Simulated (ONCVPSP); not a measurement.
## fluorine: one change to an ONCV potential, before and after

```
Element                 : fluorine (F)
Generator               : ONCVPSP 4.0.1
Type                    : optimised norm-conserving Vanderbilt (ONCV)
Functional              : PBE
Relativity              : scalar-relativistic
Frozen core             : [He]
Valence charge          : 7
Reference configuration : 2s1.75 2p5.25
Partial waves           : 2s: rc 0.70 bohr, ncon 4, nbas 8, qcut 8.2 1/bohr, 2 projectors, debl 1.4 Ha; 2p: rc 1.10 bohr, ncon 4, nbas 7, qcut 11.4 1/bohr, 2 projectors, debl 2 Ha; d scattering state at 0.32 Ha: rc 1.25 bohr, ncon 3, nbas 7, qcut 7.7 1/bohr, 1 projector
Local potential         : polynomial inside 0.70 bohr (lpopt 5, dvloc0 0 Ha)
Core correction         : Teter function, fcfact 4.5, rcfact 1.05
```

Change: all radii but the core radius scaled by about 1.06 (s 0.74, p 1.16, d 1.32 bohr); local potential polynomial inside 0.74 bohr (lpopt 5, dvloc0 0 Ha).

Cutoffs: the cutoffs (Ha) at which the residual kinetic energy of the hardest occupied pseudo-wave falls to 1 and 0.1 mHa per electron; they do not see the model core or the augmentation charge, which bear on the density cutoff. Errors are all-electron minus pseudo energies relative to the spin-unpolarised reference configuration.

Problem. What does the change do?

Solution. The potential gets softer (193 Ha and 345 Ha → 164 Ha and 307 Ha); of the 4 tests that both files solve, the error grows in 3 and shrinks in 0 by more than 15 % and 0.3 meV (median size 61.1 → 74.4 meV); neither file shows a bound ghost. A larger radius leaves more room for a smooth pseudo-wave, so fewer plane waves are needed. More of the atom is replaced by a form fitted at one configuration, so other configurations suffer.

| quantity | base | changed |
| --- | --- | --- |
| cutoff, loose | 193 Ha | 164 Ha |
| cutoff, tight | 345 Ha | 307 Ha |
| loose cutoff by channel | s 193 Ha, p 50 Ha | s 164 Ha, p 48 Ha |
| bound ghosts | none | none |
| GHOST(+) flags under 300 eV | none | none |
| error for 2s2 2p5, meV [ΔE -4.70 eV] | +1.2 | +1.3 |
| error for 2s2 2p4, meV [ΔE 14.69 eV] | +18 | +22 |
| error for 2s2 2p3, meV [ΔE 53.08 eV] | +104 | +127 |
| error for 2s2 2p2, meV [ΔE 113.71 eV] | +389 | +463 |
| rms error of d²Exc/dni dnj with the model core, mHa | 1.96 | 1.98 |
